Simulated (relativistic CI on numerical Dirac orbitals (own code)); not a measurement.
## V²⁺ in a cubic cluster: 3p photoemission with charge transfer

Computed with a charge-transfer multiplet model of a cubic metal-ligand cluster with up to one ligand hole, Slater and spin-orbit integrals from Dirac-Coulomb-Breit ions, Slater integrals scaled by 0.8. The ground state mixes d3 with configurations of k ligand holes L, whose averages lie at kΔ + k(k − 1)U_dd/2; a core hole lowers each added d electron by U_cd. 300 K, Lorentzian 0.9 eV and Gaussian 0.8 eV FWHM.

Atomic integrals in eV (Slater integrals scaled, ζ unscaled), ground: F2dd 7.134, F4dd 4.434, zeta_d 0.019; with the core hole: F2dd 8.133, F4dd 5.098, zeta_d 0.024, zeta_core 0.548, F2cd 8.821, G1cd 10.976, G3cd 6.677.

Cluster parameters (eV): U_dd = 6, U_cd = 7.5, 10Dq = 0.45, 10Dq(ligand) = 0.4, V(eg) = 1.95, V(t2g) = -0.92, final-state hopping factor = 0.8.

```
      Case   n_d    d3   d4L     S
Δ = 5.6 eV  3.23  0.77  0.23  1.50
Δ = 7.6 eV  3.17  0.83  0.17  1.50
Δ = 8.6 eV  3.14  0.86  0.14  1.50
```

Weights, n_d and S are thermal averages at 300 K. Binding energies count from the first peak over 30 % of the highest in each spectrum, which can be another peak from case to case. The parameters are a model scan and need not match a compound or its usual spin state. Peaks in eV (height, largest 100):
- Δ = 5.6 eV: 0.0 (95), 2.2 (100), 8.2 (43), 12.3 (23), 14.4 (11), 17.7 (25), 23.5 (7)
- Δ = 7.6 eV: 0.0 (100), 2.3 (85), 4.9 (40), 8.1 (31), 10.9 (16), 14.9 (11), 17.5 (22)
- Δ = 8.6 eV: 0.0 (100), 2.2 (71), 5.0 (36), 8.0 (23), 11.1 (13), 15.1 (12), 17.4 (19)

For the case Δ = 5.6 eV, Δ = 5.6 eV is smaller than U_dd = 6 eV, the charge-transfer side of the Zaanen-Sawatzky-Allen scheme. With the core hole the configuration with one ligand hole lies at Δ − U_cd = -1.9, 0.1, 1.1 eV from the one without, in the order of the table; where this is negative the screened configuration lies lower, though the effective hopping of about 3.3 eV (from the holes of the mixed ground state) mixes the two strongly wherever it is as large as the gap.

With at most 1 ligand hole the space is cut while the next configuration still counts, so covalency is underestimated, and a final configuration with one more ligand hole, which can lie low, is missing from the spectra.
